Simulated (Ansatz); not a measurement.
`C[SiH]1CS1` + H₂O → `O[SiH]1CS1` + CH₄ at 298.15 K and 1 bar (formal hydrolysis of the Si–C bond).

Gas-phase electronic energies from Ansatz, PBE0-D4/def2-TZVP geometries. CBS: MP2 limit from def2 TZ/QZ plus the TZ coupled-cluster correction, frozen cores. This one scheme is used for every species. Each species was taken in one conformer, which may not be the lowest.

```csv
species,CCSD(T)/CBS energy (Eh),H − E (kJ/mol),S (J/(mol·K))
`C[SiH]1CS1`,-766.58382,211.5,316.4
H₂O,-76.37941,66.4,188.7
`O[SiH]1CS1`,-802.53827,151.4,305.1
CH₄,-40.46206,127.4,186.2
```

H − E and S are ideal-gas, rigid-rotor, harmonic terms from PBE0-D4/def2-TZVP, for one conformer and one mirror image of each species. 1 Eh = 2625.50 kJ/mol, R = 8.31446 J/(mol·K).

**Question.** By hand: ΔE, ΔH, ΔS and ΔG.

**Answer.** ΔE = (-802.53827) + (-40.46206) − (-766.58382) − (-76.37941) = -0.03710 Eh = -97.4 kJ/mol. Δ(H − E) = 151.4 + 127.4 − 211.5 − 66.4 = 0.9, so ΔH = -96.5 kJ/mol. ΔS = 305.1 + 186.2 − 316.4 − 188.7 = -13.8 J/(mol·K). ΔG = -96.5 − 298.15 × (-13.8)/1000 = -92.4 kJ/mol.

**Question.** By hand: the equilibrium constant, and the temperature at which ΔG would vanish if ΔH and ΔS stayed fixed.

**Answer.** log₁₀ K = −ΔG/(RT ln 10) = 16.2. ΔG = 0 at ΔH/ΔS = 6993 K, far beyond where these terms or the molecules hold.

The number of gas molecules stays the same, so ΔS is small and ΔH decides. A doubt of 5 kJ/mol in ΔE shifts log₁₀ K by 0.9 here. Other conformers and mirror images would add mixing entropy, several J/(mol·K) or more a flexible species. These are equilibria of isolated gas molecules and say nothing of rates. Largest T1 diagnostic: 0.012 (customary marks: 0.02 for closed shells, 0.045 for open ones).
